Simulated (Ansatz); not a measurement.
Reaction (formal loss of a carbene): `BC[SiH](C)Cl` → `BC[SiH2]Cl` + `[CH2]` (triplet)

Gas-phase electronic energies from Ansatz, PBE0-D4/def2-TZVP geometries. CCSD(T)/CBS is the MP2 limit (def2-TZVPP, def2-QZVPP) plus CCSD(T) − MP2 in def2-TZVPP, frozen cores. This one scheme is used for every species. DFT in def2-TZVPP. B3LYP here is the variant with VWN-RPA as its local correlation; programs differ in this. Triplets are unrestricted, without spin–orbit coupling. One conformer a species, not always the lowest.

`BC[SiH](C)Cl`:

```xyz
13

B    -1.808    1.338   -0.491
C    -0.337    0.917   -0.646
Si   -0.034   -0.637    0.366
C     1.760   -1.117    0.347
Cl   -0.600   -0.306    2.326
H    -2.660    0.795   -1.135
H    -2.131    2.173    0.301
H     0.394    1.653   -0.299
H    -0.086    0.580   -1.660
H    -0.886   -1.742   -0.138
H     1.919   -2.016    0.948
H     2.380   -0.316    0.756
H     2.089   -1.322   -0.675
```

`BC[SiH2]Cl`:

Cartesian coordinates in Å:
```
B 0.680 1.360 0.534
C -0.515 0.580 -0.040
Si -0.037 -1.218 -0.287
Cl -1.656 -2.230 -1.058
H 1.488 1.861 -0.194
H 0.852 1.430 1.716
H -0.825 0.909 -1.037
H -1.379 0.532 0.630
H 0.320 -1.868 0.994
H 1.072 -1.357 -1.258
```

`[CH2]` (triplet):

Cartesian coordinates in Å:
```
C -0.004 -0.164 0.222
H -0.779 -0.408 -0.489
H 0.783 0.572 0.267
```

```
             level  ΔE (eV)  difference from CCSD(T)/CBS
         r2SCAN-D4     4.86                        -0.20
          B3LYP-D4     4.98                        -0.08
           ωB97X-V     5.16                         0.10
               PBE     5.04                        -0.02
              PBE0     4.97                        -0.09
SCS-MP2/def2-TZVPP     5.06                         0.00
   CCSD/def2-TZVPP     4.81                        -0.25
CCSD(T)/def2-TZVPP     4.93                        -0.13
     HF/def2-QZVPP     3.46                        -1.60
SCS-MP2/def2-QZVPP     5.15                         0.09
       CCSD(T)/CBS     5.06                            0
```

Largest T1 diagnostic among the species: 0.011.

From PBE to PBE0 (25 % exact exchange), in def2-TZVPP and without D4, ΔE moves by −0.08 eV. In def2-TZVPP, CCSD(T) changes the Hartree–Fock value by +1.48 eV (the triples alone add +0.12 eV) and MP2 by +1.64 eV. The D4 term adds +0.14 eV with B3LYP and +0.08 eV with PBE0; it sums over pairs of atoms, weighted by their polarisabilities, and B3LYP, whose exchange is more repulsive, gets the larger term.
